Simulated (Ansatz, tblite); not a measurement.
Cost and result up the ladder for Al₃P₂⁺ (5 atoms). Total charge 1; singlet. Geometry: PBE-D4/def2-SVP.

```
atom    x (Å)    y (Å)    z (Å)
 Al1   2.3560   0.3146   1.0310
 Al2  -1.0233  -1.5020  -2.1740
 Al3  -0.1515   1.4223   1.4542
  P4  -1.3090   0.5768  -0.4821
  P5   0.1277  -0.8117   0.1709
```

Ansatz on 4 threads of Arm Neoverse V1 on a shared host; xTB runs through tblite on one thread. Times are rough, summed over both states, and most runs start from the orbitals of an earlier one. PBE0-D4/def2-TZVP serves as the yardstick here, not as an exact answer. The other state is a triplet at its own geometry, which has other bonds, so the gap mixes isomer and spin.

The xTB rows come from tblite. The structure comes from a short search, and lower isomers may exist.

Run but left out: HF/STO-3G (singlet: restricted singlet, unstable in another Hartree–Fock run and untested here); HF/def2-TZVP, HF/def2-TZVPP (singlet: restricted singlet, unstable towards broken spin symmetry); MP2/def2-TZVP, MP2/def2-TZVPP (triplet: ⟨S²⟩ 2.18, where a pure state has 2.00).

xTB has no spin-polarisation term.

| level | functions | wall time | triplet − singlet (eV) | difference from PBE0-D4/def2-TZVP (eV) |
| --- | --- | --- | --- | --- |
| GFN1-xTB | 45 | 0.014 s | 1.07 | 0.86 |
| GFN2-xTB | 45 | 0.022 s | 0.55 | 0.34 |
| BLYP-D4/def2-TZVP | 185 | 5.7 s | 0.23 | 0.03 |
| PBE-D4/def2-TZVP (with forces) | 185 | 5.9 s | 0.27 | 0.06 |
| PBE0-D4/def2-TZVP | 185 | 9.8 s | 0.21 | 0.00 |
| r2SCAN-D4/def2-TZVP | 185 | 15 s | 0.13 | -0.08 |
| B97M-V/def2-TZVP | 185 | 21 s | 0.26 | 0.05 |
